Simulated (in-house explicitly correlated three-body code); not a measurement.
Computed with an exponentially correlated three-body code. Model: two electrons around a point charge, non-relativistic, variational in 260 exponentially correlated functions (energies converged to about 1e-7 hartree, or 1e-8 relative for large Z), ground state as one setting changes.

Given: nuclear charge 1.

| Yukawa screening of all interactions (1/bohr) | ground energy (hartree) | binding of second electron (eV) | mean radius (bohr) | mean distance of electrons (bohr) | mean cosine of angle |
| --- | --- | --- | --- | --- | --- |
| 0.002 | -0.525753033 | 0.75512 | 2.7102 | 4.4127 | -0.10515 |
| 0.005 | -0.52276364 | 0.75498 | 2.7103 | 4.4128 | -0.10513 |
| 0.01 | -0.517801621 | 0.75449 | 2.7105 | 4.4132 | -0.10509 |
| 0.02 | -0.507954263 | 0.75262 | 2.7116 | 4.4149 | -0.10492 |
| 0.035 | ? | ? | ? | ? | ? |
| 0.05 | -0.479034784 | 0.74065 | 2.7191 | 4.4266 | -0.10386 |
| 0.075 | -0.455659986 | 0.72472 | 2.7302 | 4.4442 | -0.10246 |
| 0.1 | -0.432952199 | 0.70462 | 2.7458 | 4.4691 | -0.10069 |
| 0.15 | -0.389548928 | 0.65547 | 2.79 | 4.5409 | -0.096363 |
| 0.2 | -0.348821352 | 0.599 | 2.8519 | 4.6427 | -0.091299 |
| 0.25 | -0.310735819 | 0.53923 | 2.9322 | 4.7761 | -0.085771 |
| 0.3 | -0.275240502 | 0.47897 | 3.0322 | 4.9436 | -0.079961 |
| 0.4 | -0.211763125 | 0.36428 | 3.2997 | 5.3962 | -0.067986 |
| 0.5 | -0.157826409 | 0.26421 | 3.6799 | 6.0464 | -0.056094 |
| 0.6 | -0.112835334 | 0.1823 | 4.2172 | 6.9726 | -0.044765 |
| 0.8 | -0.047353173 | 0.072079 | 6.1486 | 10.327 | -0.025123 |
| 1 | ? | ? | ? | ? | ? |
| 1.05 | -0.00594740328 | 0.01076 | 15.009 | 25.617 | -0.0077403 |

Q: What follows for Yukawa screening of all interactions = 0.035?

A: ground energy -0.493376942 hartree; binding of second electron 0.74773 eV; mean radius 2.7145 bohr; mean distance of electrons 4.4194 bohr; mean cosine of angle -0.10448.

Q: What follows for Yukawa screening of all interactions = 1?

A: ground energy -0.0109516216 hartree; binding of second electron 0.018118 eV; mean radius 11.603 bohr; mean distance of electrons 19.774 bohr; mean cosine of angle -0.010602.
